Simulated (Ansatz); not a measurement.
Reaction (formal exchange of groups at the Si–C bond): `C=C[Si](C)(N)O` + `FCC(F)Cl` → `C[Si](N)(O)F` + `C=CCC(F)Cl`

Gas-phase electronic energies from Ansatz, PBE0-D4/def2-TZVP geometries. CCSD(T)/CBS adds triple-zeta CCSD(T) − MP2 to the extrapolated MP2 energy (def2 sets, frozen cores). DFT in def2-TZVPP. Each species was taken in one conformer, which may not be the lowest.

CCSD(T)/CBS gives -54.0 kcal/mol.

Question: Another level gave -53.1 kcal/mol. Which?
A. PBE0-D4/def2-TZVPP
B. CCSD(T)/def2-TZVPP
C. PBE-D4/def2-TZVPP
D. MP2/def2-TZVPP

Answer: B. CCSD(T)/def2-TZVPP -53.1, PBE0-D4 -51.5, MP2/def2-TZVPP -55.5, PBE-D4 -49.6 kcal/mol.

Largest T1 diagnostic among the species: 0.011.

From PBE to PBE0 (25 % exact exchange), in def2-TZVPP and without D4, ΔE moves by −1.9 kcal/mol.
